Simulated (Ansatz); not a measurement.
Si6Cl6 prismane (Si₆Cl₆). Total charge 0; triplet. Geometry PBE0-D4/def2-SVP, that of the neutral singlet; atoms count from 1.

```xyz
12

Si    0.538   -1.739    0.040
Cl    1.195   -3.696    0.114
Si   -0.491   -0.448   -1.696
Cl   -1.025   -0.903   -3.639
Si   -1.612   -0.746    0.400
Cl   -3.450   -1.549    0.895
Si   -0.568    1.209    1.237
Cl   -1.262    2.550    2.647
Si    1.582    0.216    0.876
Cl    3.384    0.404    1.869
Si    0.552    1.508   -0.859
Cl    1.159    3.195   -1.885
```

At PBE0-D4/def2-SVP a singlet of charge 0 lies 1.84 eV below the triplet at the same geometry.

(1) Estimate the Mulliken populations from the PBE0/def2-SVP orbitals of Ansatz.

(2) Where does the spin sit?

(3) And the Mayer bond orders between bonded heavy atoms (over 0.3)?

Answers

(1) 
```csv
atom,charge (e),spin (α − β)
Si1,0.21,0.35
Cl2,-0.20,0.06
Si3,0.19,0.21
Cl4,-0.21,0.05
Si5,0.20,0.28
Cl6,-0.20,0.06
Si7,0.20,0.28
Cl8,-0.20,0.06
Si9,0.21,0.35
Cl10,-0.20,0.06
Si11,0.19,0.21
Cl12,-0.21,0.05
```
Mulliken values and Mayer orders depend strongly on the basis.

(2) Summed by element: Si 1.66, Cl 0.34, of 2 unpaired in all. Largest on single atoms: Si1 0.35, Si9 0.35, Si7 0.28.

(3) Si1–Cl2 1.09 (2.07 Å); Si1–Si3 0.66 (2.40 Å); Si1–Si5 0.61 (2.40 Å); Si1–Si9 0.66 (2.37 Å); Si3–Cl4 1.08 (2.07 Å); Si3–Si5 0.72 (2.40 Å); Si3–Si11 0.59 (2.37 Å); Si5–Cl6 1.08 (2.07 Å); Si5–Si7 0.62 (2.37 Å); Si7–Cl8 1.08 (2.07 Å); Si7–Si9 0.61 (2.40 Å); Si7–Si11 0.72 (2.40 Å); Si9–Cl10 1.09 (2.07 Å); Si9–Si11 0.66 (2.40 Å); Si11–Cl12 1.08 (2.07 Å).
